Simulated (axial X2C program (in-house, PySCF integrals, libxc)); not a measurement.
## YSi: cheaper levels and CCSD(T), with spin–orbit coupling

Calculated with an in-house relativistic program for diatomic molecules. Two-component (2c) means X2C with spin–orbit coupling and atomic mean-field two-electron Coulomb and Gaunt terms. Basis: Y dyall-cv3z [11s12p9d6f3g], Si dyall-v3z [8s7p2d1f] (cores contracted in-house); Gaussian nuclei, density fitting, unrestricted open shells. Masses: Y 88.906 u, Si 27.977 u.

State: Ω = 3/2 (⟨Sz⟩ = 1.50, ⟨Lz⟩ = 0.00 at HF); fragments Y + Si.

```json
{"level": "PBE0", "Re (Å)": "2.660", "ωe (cm⁻¹)": "313.0"}
{"level": "HF", "Re (Å)": "2.786", "ωe (cm⁻¹)": "273.2"}
{"level": "CCSD", "Re (Å)": "2.722", "ωe (cm⁻¹)": "299.8"}
```

Correlated methods: 15 electrons correlated (number of frozen shells: Y 3 s, 2 p, 1 d; Si 2 s, 1 p), 281 virtual spin orbitals or spinors in MP2, 90 natural virtuals in coupled cluster.

CCSD(T), same Hamiltonian and basis:

Re = 2.715 Å, ωe = 302.8 cm⁻¹; T1 = 0.043 (Lee–Taylor normalisation).

Give the differences from CCSD(T) in the columns below.



| level | ΔRe (Å) | Δωe (cm⁻¹) |
| --- | --- | --- |
| PBE0 | -0.055 | 10 |
| HF | 0.071 | -30 |
| CCSD | 0.007 | -3 |

The state is a single determinant with fixed occupations, the lowest that a limited PBE0 search found. De is not given where an atomic determinant may have missed its ground term or J level, or where the truncated virtual space spoils (T). Density functionals use the spin component along the axis (collinear). CCSD and (T) use frozen natural virtuals with an MP2 correction for the truncation; (T) itself is uncorrected, so its De runs slightly low. Other states lie close and PBE0, whose exact exchange favours high spin, may order them wrongly; the determinant shown need not be the ground state. The nearest other 2c determinant of the search, Ω = 1/2, lies 0.15 eV up at the distance of the search. The functionals have no current-density term, which raises determinants with orbital currents, atoms included. With several unpaired electrons one determinant need not be a pure state. This is the top spin component of a Σ state; components of lower Ω are not single determinants and can lie lower. The determinant is spin-polarised beyond a pure state at some levels (its spin-free form has ⟨S²⟩ too high), which makes Re and μ there less reliable. The T1 diagnostic is large, a sign of multireference character.
